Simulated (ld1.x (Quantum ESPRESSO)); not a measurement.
# Before and after: TM potential for niobium

```json
{
 "Element": "Nb",
 "Generator": "ld1.x (Quantum ESPRESSO) 7.5",
 "Type": "norm-conserving Troullier–Martins (Kleinman–Bylander form)",
 "Functional": "LDA (PZ)",
 "Relativity": "fully relativistic",
 "Frozen core": "[Ar] 3d10 4s2",
 "Valence charge": "11",
 "Reference configuration": "4p6 4d4 5s1 5p0",
 "Partial waves": "5s (bound): rc 2.85 bohr; 4p (bound): rc 1.60 bohr; 4d (bound): rc 1.50 bohr",
 "Local potential": "the d channel",
 "Core correction": "a·sin(br)/r model core inside 1.15 bohr"
}
```

Open shells are filled in proportion to 2j + 1 (rel_dist='average').

Change: wave 4p (bound): rc 1.60 bohr becomes 4p (bound): rc 1.24 bohr.

Cutoffs: the cutoffs (Ry, on a coarse ladder) from which the occupation-weighted sum of valence levels, in a spherical-Bessel basis at the reference potential, stays within 10 and 1 mRy of its value at 400 Ry; they do not see the model core or the augmentation charge, which bear on the density cutoff. Errors are all-electron minus pseudo energies relative to the spin-unpolarised reference configuration.

How do hardness, ghosts and transferability respond?

The potential gets harder (45 Ry and 80 Ry → 70 Ry and 120 Ry); both files keep a bound ghost (s); of the 7 tests that both files solve, the error grows in 1 and shrinks in 0 by more than 15 % and 0.3 meV (median size 8.8 → 8.8 meV). A smaller radius makes the pseudo-wave follow the all-electron one further in, where it bends more sharply, so more plane waves are needed.

```csv
quantity,base,changed
"cutoff, loose",45 Ry,70 Ry
"cutoff, tight",80 Ry,120 Ry
loose cutoff by channel (10 mRy a level),"s 6 Ry, p 35 Ry, d 30 Ry","s 6 Ry, p 50 Ry, d 30 Ry"
bound ghosts,s,s
"largest miss of a reference level, eV",0.09,0.09
"error for 4p6 4d4 5s0 5p0, meV [ΔE 6.92 eV]",-9.8,-9.9
"error for 4p6 4d3 5s0 5p0, meV [ΔE 21.19 eV]",+8.8,+8.8
"error for 4p6 4d2 5s0 5p0, meV [ΔE 46.12 eV]",+20,+19
"error for 4p6 4d4.5 5s0.5 5p0, meV [ΔE 0.58 eV]",-5.0,-5.1
"error for 4p6 4d4 5s0 5p1, meV [ΔE 3.05 eV]",-3.4,-8.6
"error for 4p6 4d4 5s0.5 5p0, meV [ΔE 2.77 eV]",-2.0,-2.0
"error for 4p6 4d5 5s0 5p0, meV [ΔE 1.32 eV]",-17,-17
s: phases at 3.10 bohr within 0.05 rad from the reference energy up to (Ry; the scan ends near 5),1.4,1.4
p1/2: phases at 3.10 bohr within 0.05 rad from the reference energy up to (Ry; the scan ends near 5),4.8,4.8
p3/2: phases at 3.10 bohr within 0.05 rad from the reference energy up to (Ry; the scan ends near 5),4.8,to the end of the scan
d3/2: phases at 3.10 bohr within 0.05 rad from the reference energy up to (Ry; the scan ends near 5),to the end of the scan,to the end of the scan
d5/2: phases at 3.10 bohr within 0.05 rad from the reference energy up to (Ry; the scan ends near 5),to the end of the scan,to the end of the scan
```

Changed file: These tests converged, but a pseudo level misses the all-electron one widely, so the file describes the atom poorly there or has found another state: 4p6 4d2 5s0 5p0: empty 5s by 3.1 eV (a node warning on the way). A true bound ghost makes a file unfit for plane-wave use even where its test errors are small: the radial tests pick states by their node count and pass the ghost by.
